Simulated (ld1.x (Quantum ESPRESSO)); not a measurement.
Te: one change to an ultrasoft potential, before and after

* Element: tellurium (Te)
* Generator: ld1.x (Quantum ESPRESSO) 7.5
* Type: ultrasoft
* Functional: LDA (PZ)
* Relativity: scalar-relativistic
* Frozen core: [Ar] 3d10
* Valence charge: 24
* Reference configuration: 4s2 4p6 4d10 5s2 5p3.5 (charge +0.5)
* Partial waves: 4s (bound): rcut 1.25, rcutus 1.55 bohr; 5s (bound): rcut 1.25, rcutus 1.55 bohr; 4p (bound): rcut 1.10, rcutus 1.15 bohr; 5p (bound): rcut 1.10, rcutus 1.15 bohr; 4d (bound): rcut 0.75, rcutus 1.05 bohr; 4d channel at -0.6 Ry: rcut 0.75, rcutus 1.05 bohr
* Local potential: all-electron potential smoothed inside 1.25 bohr (lloc = -2)
* Core correction: Bessel-smoothed model core, default radius (core density twice the valence density)
* Augmentation charge: PSQ, radius 0.70 bohr

All-electron outer shells of the reference configuration (LDA (PZ), scalar-relativistic, ld1.x):

| shell | level (eV) | outermost node (bohr) | outermost maximum (bohr) |
| --- | --- | --- | --- |
| 3p | -807.84 | 0.13 | 0.29 |
| 3d | -564.68 | – | 0.24 |
| 4s | -168.35 | 0.38 | 0.70 |
| 4p | -118.55 | 0.38 | 0.74 |
| 4d | -46.04 | 0.36 | 0.81 |
| 5s | -19.41 | 0.91 | 1.77 |
| 5p | -9.87 | 1.00 | 2.11 |

Change: local potential all-electron potential smoothed inside 1.76 bohr (lloc = -2).

Cutoffs: the cutoffs (Ry, on a coarse ladder) from which the occupation-weighted sum of valence levels, in a spherical-Bessel basis at the reference potential, stays within 10 and 1 mRy of its value at 400 Ry; they do not see the model core or the augmentation charge, which bear on the density cutoff. Errors are all-electron minus pseudo energies relative to the spin-unpolarised reference configuration.

**Question.** Predict the effect on cutoff, ghosts and configuration errors.

**Answer.** The potential gets neither clearly harder nor softer (140 Ry and 230 Ry → 140 Ry and 260 Ry); of the 9 tests that both files solve, the error grows in 1 and shrinks in 3 by more than 15 % and 0.3 meV (median size 4.2 → 3.6 meV); neither file shows a bound ghost.

| quantity | base | changed |
| --- | --- | --- |
| cutoff, loose | 140 Ry | 140 Ry |
| cutoff, tight | 230 Ry | 260 Ry |
| bound ghosts | none | none |
| error for 4s2 4p6 4d10 5s2 5p4, meV [ΔE -3.98 eV] | +0.6 | +0.8 |
| error for 4s2 4p6 4d10 5s2 5p3, meV [ΔE 5.93 eV] | -1.1 | -1.3 |
| error for 4s2 4p6 4d10 5s2 5p2, meV [ΔE 24.10 eV] | -5.7 | -6.1 |
| error for 4s2 4p6 4d9 5s2 5p4, meV [ΔE 45.33 eV] | -14 | -11 |
| error for 4s2 4p6 4d10 5s1 5p5, meV [ΔE 5.37 eV] | -4.2 | -3.6 |
| error for 4s2 4p6 4d9 5s2 5p5, meV [ΔE 34.17 eV] | -8.6 | -7.2 |
| error for 4s2 4p6 4d10 5s2 5p0, meV [ΔE 88.24 eV] | -33 | -27 |
| error for 4s2 4p6 4d10 5s2 5p3.5 (spin-polarised), meV [ΔE -0.82 eV] | -0.1 | 0.0 |
| error for 4s2 4p6 4d10 5s2 5p4 (spin-polarised), meV [ΔE -4.46 eV] | +0.5 | +0.8 |
| lowest overlap eigenvalue by channel | s 0.62, p 0.17, d 0.88 | s 0.63, p 0.25, d 0.99 |
